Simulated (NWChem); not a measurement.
diphosphane (P$_{2}$H$_{4}$); SMILES PP

Computed with NWChem. Pople sets run with spherical d functions. The geometry was optimised at B3LYP/6-31G* (spherical d). Level: B3LYP/6-31G* with SMD (1 M gas to 1 M solution), gas-phase geometry. Reactions with the solvent are ignored.

For solvent water:

| Item | Result |
|---|---|
| cavity-dispersion-structure term (kcal/mol) | 2.8 |

### Question
How do the values read with solvent n-hexane instead?

### Answer
The cavity-dispersion-structure term (kcal/mol) is 1.0.
